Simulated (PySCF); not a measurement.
Antimony: a sound run and one with changed settings

Sound run: Sb [Kr] 4d10 5s2 5p3, Sb⁺ [Kr] 4d10 5s2 5p2. All numbers are calculated (PySCF 2.14, a scalar-relativistic core potential, in cc-pVDZ-PP with ECP28MDF). In the sound run the correlated levels freeze 4s2 4p6 4d10 outside the core potential. The sound run starts from symmetry-adapted Hartree-Fock orbitals and uses a fine grid where one is needed.

Changed run: all electrons correlated in a basis built for the valence shell.

```json
{"species": "Sb", "method": "MP2", "sound run (hartree)": "-239.31880", "changed run (hartree)": "-239.34513", "converged": "yes"}
{"species": "Sb⁺", "method": "MP2", "sound run (hartree)": "-238.99229", "changed run (hartree)": "-239.01670", "converged": "yes"}
```

Ionisation energy of Sb:

```csv
method,sound run (eV),changed run (eV)
UHF,8.600,8.600
MP2,8.885,8.937
SCS-MP2,8.786,8.816
```

A valence basis has no tight correlating functions, so it recovers only part of the core correlation, and not evenly between atom and ion.

For comparison, NIST gives 8.608 eV between the lowest levels.
